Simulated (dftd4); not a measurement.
C4H10Cd, charge -1, doublet, at a GFN2-xTB geometry (such geometries of metal compounds can be far from the true shape) (a state made from the parent by changing its charge; the spin is typed, not shown lowest); dftd4 4.2.0 with D4 for pbe.

The dftd4 input:
```
$ dftd4 mol.xyz --func pbe --charge -1 --json dftd4.json --noedisp --grad

# file mol.xyz
15

Cd     0.61871508     0.17385886     0.12091495
C     -1.05596693    -0.76951220     2.04049801
C     -0.76221012    -2.26703958     2.10367135
H     -2.08139918    -0.64062863     1.64384138
H     -1.08386799    -0.38373978     3.07767698
H      0.20903105    -2.45498206     2.57467417
H     -0.73439591    -2.70012617     1.09636941
H     -1.50969502    -2.84993609     2.68017020
C     -0.46840935     0.34174745    -2.36173853
C     -1.01204936     1.76751606    -2.42906994
H     -1.33083013    -0.35217598    -2.37407701
H      0.08958836     0.14494115    -3.29728625
H     -0.19526239     2.49344179    -2.51059825
H     -1.58376293     2.00790460    -1.52437936
H     -1.68591544     1.95380547    -3.29047411
```

The log (banner, timings and long lists left out):

```
                    ____  _____ _____     ____  _  _
      -------------|  _ \|  ___|_   _|---|  _ \| || |------------
     |             | | | | |_    | | ___ | | | | || |_           |
     |             | |_| |  _|   | ||___|| |_| |__   _|          |
     |             |____/|_|     |_|     |____/   |_|            |
     |             ===================================           |
     |            E. Caldeweyher, S. Ehlert & S. Grimme          |
     |          Mulliken Center for Theoretical Chemistry        |
     |                    University of Bonn                     |
      -----------------------------------------------------------

Rational (Becke-Johnson) damping: pbe-D4-ATM
---------------------
  s6         1.0000
  s8         0.9595
  s9         1.0000
  a1         0.3857
  a2         4.8069
 alp        16.0000
--------------------

Dispersion energy:      -1.2887083837585E-02 Eh

Gradient norm:           8.4619228135774E-04 Eh/a0
--------------------------------------------------
     #    Z           dE/dx      dE/dy      dE/dz
--------------------------------------------------
     1   48 Cd    5.103E-04  1.439E-04  9.523E-05
     2    6 C    -1.791E-05  1.055E-04  8.055E-05
     3    6 C    -5.189E-05 -3.326E-04  1.668E-04
     4    1 H    -3.449E-05 -3.067E-05  1.014E-04
     5    1 H    -5.463E-05 -1.762E-05  5.084E-05
     6    1 H    -5.040E-05 -8.335E-05  5.711E-05
     7    1 H    -4.186E-05 -8.687E-05  1.019E-04
     8    1 H    -1.102E-05 -4.913E-05  2.408E-05
     9    6 C     7.316E-05 -9.155E-05 -6.954E-05
    10    6 C    -1.540E-04  2.753E-04 -2.018E-04
    11    1 H    -5.514E-06  1.909E-05 -1.082E-04
    12    1 H    -3.299E-05 -7.638E-06 -6.846E-05
    13    1 H    -6.248E-05  5.142E-05 -7.934E-05
    14    1 H    -4.024E-05  6.507E-05 -1.195E-04
    15    1 H    -2.612E-05  3.912E-05 -3.120E-05
--------------------------------------------------

Virial:
--------------------------------------------------
      component           x          y          z
--------------------------------------------------
          x       1.489E-03 -1.175E-05  2.139E-04
          y      -1.175E-05  3.943E-03 -3.483E-03
          z       2.139E-04 -3.483E-03  5.280E-03
--------------------------------------------------

[Info] Dispersion results written to 'dftd4.txt'
[Info] JSON dump of results written to 'dftd4.json'
```
